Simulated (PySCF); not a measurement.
3-fluoropenta-1,4-diyne (C5H3F), SMILES FC(C#C)C#C.

Geometry optimised at B3LYP-D3(BJ)/def2-SVP.

Method: TDDFT-PBE/def2-SVPD run with PySCF.

Vertical excitations. Gas-phase values at a fixed geometry. State labels are in the subgroup Cs.

Task: List the lowest excited states. (The exact figures need the calculation; the answer reports its results.)

Result: 
| state | symmetry | energy (eV) | λ (nm) | f | main pairs |
|---|---|---|---|---|---|
| S1 | A" | 5.46 | 227 | 0.009 | HOMO→LUMO 76 %, HOMO−2→LUMO 22 % |
| S2 | A' | 5.51 | 225 | 0.002 | HOMO−1→LUMO 98 % |
| S3 | A" | 5.87 | 211 | 0.045 | HOMO−2→LUMO 67 %, HOMO→LUMO 14 %, HOMO→LUMO+1 13 % |
| S4 | A' | 6.28 | 197 | 0.012 | HOMO−3→LUMO 76 %, HOMO−1→LUMO+1 19 % |
| S5 | A" | 6.47 | 192 | 0.027 | HOMO→LUMO+1 52 %, HOMO−2→LUMO+1 42 % |
| S6 | A' | 6.70 | 185 | 0.018 | HOMO−1→LUMO+1 60 %, HOMO−2→LUMO+2 16 % |
| S7 | A" | 6.71 | 185 | 0.053 | HOMO−2→LUMO+1 44 %, HOMO−1→LUMO+2 34 %, HOMO→LUMO+1 17 % |
| S8 | A' | 6.93 | 179 | 0.000 | HOMO→LUMO+2 88 % |
| S9 | A' | 7.02 | 177 | 0.001 | HOMO−3→LUMO+1 83 % |
| S10 | A" | 7.32 | 169 | 0.022 | HOMO→LUMO+3 99 % |
| T1 | A" | 4.75 | 261 | 0 | HOMO→LUMO 69 %, HOMO−2→LUMO 20 % |
| T2 | A' | 5.07 | 245 | 0 | HOMO−1→LUMO 63 %, HOMO−3→LUMO 20 % |
| T3 | A" | 5.17 | 240 | 0 | HOMO−2→LUMO 68 %, HOMO→LUMO 22 % |
| T4 | A' | 5.29 | 234 | 0 | HOMO−3→LUMO 46 %, HOMO−1→LUMO 31 %, HOMO→LUMO+4 9 %, HOMO−1→LUMO+1 8 % |
Triplets are in the Tamm–Dancoff approximation, which puts them higher than full response would, so one can lie above its singlet here.
